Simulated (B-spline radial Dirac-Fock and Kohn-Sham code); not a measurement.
**Photoemission from Tc at 2000 eV, detector at θ = 60°, φ = 180°**

System: the Tc atom, configuration [Kr] 4d5 5s2. Level of theory: Dirac-Hartree-Slater photoionisation with a Latter tail; cross sections with all multipoles, angular parameters from the dipole term and its interference with E2; a radial atomic solver. Thresholds are tabulated edges, those marked * orbital energies of the model. For linearly polarised light dσ/dΩ = σ/(4π) [1 + β P₂(cos θ) + (δ + γ cos²θ) sin θ cos φ], with θ from the polarisation vector and φ the angle between the beam and the projection of the electron momentum on the plane normal to the polarisation. The dipole factor is 1 + βP₂ and the non-dipole term is the rest of the bracket. Open shells are filled statistically over j.

Input of the calculation (task.json; shells as n, l, electrons):

```json
{"items": [{
  "Z": 43,
  "q": 0,
  "cfg": [[1, 0, 2], [2, 0, 2], [2, 1, 6], [3, 0, 2], [3, 1, 6], [3, 2, 10], [4, 0, 2], [4, 1, 6], [4, 2, 5], [5, 0, 2]],
  "A": 97,
  "rrms": 4.4112,
  "do": "xps",
  "hv": [60.9, 64.5, 80, 86.9, 94.1, 99.5, 119.0, 149.0, 300, 503.0, 600, 731.0, 768.0, 950.0, 1000, 1040.0, 1486.9, 1990.0, 2000, 2480.0, 3190.0, 4000, 4240.0, 5050.0, 5310.0, 7070.0, 8330.0, 12000, 12900.0],
  "edges": {"K": 21044.0, "L1": 3043.0, "L2": 2793.0, "L3": 2677.0, "M1": 544.0, "M2": 447.6, "M3": 417.7, "M4": 257.6, "M5": 253.9, "N1": 69.5}
}]}
```

Launch: `python xray2_run.py task.json out`

```tsv
subshell	threshold (eV)	σ (kb)	β	γ	δ	dipole factor	non-dipole term	dσ/dΩ (kb/sr)
3s	544.0	20.5	2.00	-0.04	0.000	0.751	+0.009	1.24
3p1/2	447.6	24.7	1.60	0.09	0.004	0.800	-0.024	1.52
3p3/2	417.7	46.8	1.63	0.11	0.007	0.796	-0.029	2.85
3d3/2	257.6	23.7	1.18	0.54	0.082	0.853	-0.187	1.26
3d5/2	253.9	34.2	1.15	0.54	0.084	0.856	-0.189	1.81
4s	69.50	3.85	2.00	-0.08	0.000	0.751	+0.017	0.235
4p1/2	52.43*	3.75	1.62	0.16	0.004	0.797	-0.038	0.227
4p3/2	49.30*	7.13	1.65	0.17	0.006	0.793	-0.043	0.426
4d3/2	10.17*	0.983	1.18	0.56	0.076	0.853	-0.188	0.0520
4d5/2	9.84*	1.40	1.15	0.56	0.079	0.857	-0.190	0.0745
5s	6.81*	0.337	2.00	-0.08	0.000	0.751	+0.017	0.0206
```
